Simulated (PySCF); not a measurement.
Isomers of CH4OSi. Gas-phase values, no solvent. One relaxed conformer stands for each flexible species; it need not be the lowest. Strings in code marks are SMILES.

The HOMO from two functionals at the same geometries (B3LYP-D3(BJ)/def2-TZVP), both in PySCF: PBE-D3(BJ)/def2-TZVP and B3LYP-D3(BJ)/def2-TZVP. B3LYP has the VWN-RPA correlation part, as in Gaussian. 

```tsv
species	B3LYP-D3(BJ)/def2-TZVP (eV)
`[SiH2]1CO1`	-7.49
`C=[SiH]O` (C–Si–O–H torsion 0°)	-5.98
`[SiH](=O)C`	-7.63
`O=C[SiH3]`	-6.95
`OC=[SiH2]` (H–O–C–Si torsion 164°)	-5.49
```

Problem. What does PBE-D3(BJ)/def2-TZVP give for each?

Solution. 
- `[SiH2]1CO1`: -6.46
- `C=[SiH]O` (C–Si–O–H torsion 0°): -5.16
- `[SiH](=O)C`: -6.37
- `O=C[SiH3]`: -5.68
- `OC=[SiH2]` (H–O–C–Si torsion 164°): -4.73
Over these rows, drawn at random from the members with no instability flagged (it was tested for open shells, ions and some series alone), PBE minus B3LYP-D3(BJ): mean +1.03 eV, from +0.76 eV to +1.26 eV.
